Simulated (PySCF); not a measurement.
Bi(OH)(SiH3)2 (BiH7OSi2), SMILES [OH][Bi]([SiH3])[SiH3].

Geometry optimised at PBE0-D3(BJ)/def2-SVP. The structure was generated by enumeration; whether it is a known compound was not checked. The def2 effective core potentials stand for the cores of Bi; spin–orbit coupling is left out. One conformer was computed; it need not be the lowest.

Two levels are set side by side: PBE/def2-TZVP (PySCF) and B3LYP/def2-TZVP (PySCF). Same geometry, gas phase. Differences are taken from unrounded values.

```
quantity                     B3LYP
---------------------------  -----
orbital gap (eV)              5.14
highest occupied level (eV)  -7.01
lowest empty level (eV)      -1.87
dipole moment (D)             1.94
mean polarisability (bohr³)  115.4
```

What does PBE give, and how far is it from B3LYP? (Estimate from the structure and the level; the computed values follow.)


```json
[
 {"quantity": "orbital gap (eV)", "PBE": "3.59", "PBE minus B3LYP": "-1.55"},
 {"quantity": "highest occupied level (eV)", "PBE": "-6.03", "PBE minus B3LYP": "0.98"},
 {"quantity": "lowest empty level (eV)", "PBE": "-2.44", "PBE minus B3LYP": "-0.56"},
 {"quantity": "dipole moment (D)", "PBE": "1.69", "PBE minus B3LYP": "-0.24"},
 {"quantity": "mean polarisability (bohr³)", "PBE": "118.2", "PBE minus B3LYP": "2.8"}
]
```

Without exact exchange PBE keeps part of each electron's self-repulsion, which lifts occupied levels and narrows the gap. Differences between two approximate levels are no errors against the true value.

Rough cost on one machine, each run with all the roots and properties that it gave: B3LYP against PBE within a factor of 2.
